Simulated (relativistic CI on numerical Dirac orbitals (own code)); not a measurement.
**What each ingredient does to the levels of Zn XII**

Base calculation: Dirac-Coulomb-Breit CI, KLI orbitals optimised for each configuration, model QED (radiative potential, 1s self-energy scaled to tabulated hydrogen-like ionisation energies), unscaled Slater integrals.

Configurations in the expansion (outside the closed core [Ne]): 3s²3p⁶3d, 3s²3p⁵3d², 3s3p⁶3d², 3s²3p⁶4s, 3s²3p⁶4p, 3s²3p⁶4d, 3s²3p⁶4f, 3s²3p⁵3d4s, 3s²3p⁶5s, 3s²3p⁶5p, 3s²3p⁵3d4p, 3p⁶3d³, 3p⁵3d⁴. Double excitations out of closed p, d and f shells are left out; levels of such configurations are missing from the list, as are those of other unlisted configurations, and high levels can miss mixing partners. These lack a partner that the ground configuration has and come out too high: 3s²3p⁵3d4s, 3s²3p⁵3d4p.

The lowest level and the first level of each name with at least 55 % of one term (blank where a level has no safe partner in the second run):

```tsv
Level	Base (cm⁻¹)	Shift (cm⁻¹)
3s²3p⁶3d ²D3/2	0	0
3s²3p⁶3d ²D5/2	5006	+15
3s²3p⁵3d² ⁴D°1/2	514579	-1763
3s²3p⁵3d² ⁴D°3/2	516659	-1763
3s²3p⁵3d² ⁴D°5/2	520142	-1763
3s²3p⁵3d² ⁴D°7/2	525247	-1761
3s²3p⁵3d² ⁴G°11/2	545225	-1792
3s²3p⁵3d² ⁴G°9/2	547052	-1792
3s²3p⁵3d² ⁴G°7/2	550299	-1790
3s²3p⁵3d² ⁴P°5/2	552739	-1752
3s²3p⁵3d² ⁴P°3/2	559082	-1739
3s²3p⁵3d² ⁴P°1/2	564349	-1744
3s²3p⁵3d² ⁴F°3/2	565053	-1733
3s²3p⁵3d² ²D°5/2	569581	-1702
```

At this charge energies of transitions that change n are usually good to better than 1 %, and those within a shell (Δn = 0) to a few per cent.

One thing was changed in a second run, which moved the levels as shown. Which?
A. Breit term removed
B. QED terms removed
C. non-relativistic limit
D. P86 correlation estimate
E. configuration mixing switched off

E. Configuration mixing switched off. Without mixing, levels that were pushed by configurations of the same parity and J return to their single-configuration places.

LS names give the leading component of a level, which can be under half, so a name can repeat, a term be missing and a line seem to break the LS rules.
